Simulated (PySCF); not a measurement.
Species: C₆H₆NS (charge +1).
SMILES with atom numbers: `[CH:1]#[C:2][c:3]1[cH:4][n+:5]([CH3:6])[cH:7][s:8]1` (hydrogens: H9 on C1; H10 on C4; H11, H12, H13 on C6; H14 on C7)

All values: wB97X-D/def2-SVPD (PySCF, non-relativistic), on one gas-phase PBE0-D3(BJ)/def2-SVP geometry that isn't relaxed in the solvent. The solvent is an IEF-PCM continuum (Bondi radii, 1.10 Å for H, scaled by 1.2). The model holds no explicit solvent molecules, cavitation or dispersion.

Gas phase at wB97X-D/def2-SVPD: HOMO -13.45 eV, LUMO -4.94 eV.

Question: What does the continuum do to the energy and the frontier levels at wB97X-D/def2-SVPD in chloroform and dichloromethane?

Answer: 
```json
{"solvent": "chloroform", "ε": "4.711", "E(solvent) − E(gas) (kcal/mol)": "-42.73", "polarisation term (kcal/mol)": "-43.69", "distortion of the solute (kcal/mol)": "0.96", "HOMO (eV)": "-10.38", "LUMO (eV)": "-1.64"}
{"solvent": "dichloromethane", "ε": "8.93", "E(solvent) − E(gas) (kcal/mol)": "-48.43", "polarisation term (kcal/mol)": "-49.82", "distortion of the solute (kcal/mol)": "1.39", "HOMO (eV)": "-10.01", "LUMO (eV)": "-1.22"}
```

The polarisation term is half the interaction of the solute with the surface charges that it induces; the rest is the cost of distorting the solute's density. The sum is the electrostatic part of solvation alone. From chloroform to dichloromethane the lowering changes by a factor 1.13, Born's factor 1 − 1/ε by 1.13 and ε itself by 1.9.

Question: Which radius a makes Born's formula ΔE = −(q²/2a)(1 − 1/ε) give the value in dichloromethane?

Answer: a = q²(1 − 1/ε)/(2|ΔE|) = 3.04 Å, with q = +1 e and |ΔE| = 0.0772 Eh; the farthest nucleus lies 4.91 Å from the centroid of the nuclei. The formula assumes a point charge at the centre of a sphere.

Question: How does the static polarisability (wB97X-D/def2-SVPD, frozen core, with the continuum's full static response) change?

Answer: 
```tsv
medium	isotropic (au)	principal values (au)	⟨r²⟩ of the electrons (bohr²)
gas	90.9	53.0, 84.7, 135.1	1158.0
chloroform	114.2	66.0, 108.3, 168.5	1159.6
dichloromethane	119.5	69.6, 113.9, 175.0	1159.9
```

The isotropic value in dichloromethane is 1.31 times the gas-phase one; no cavity-field correction is applied. ⟨r²⟩ is taken about the centre of nuclear charge.

The pairwise dispersion term of wB97X-D wasn't added to the energies; at a given geometry it leaves orbitals and properties as they are.
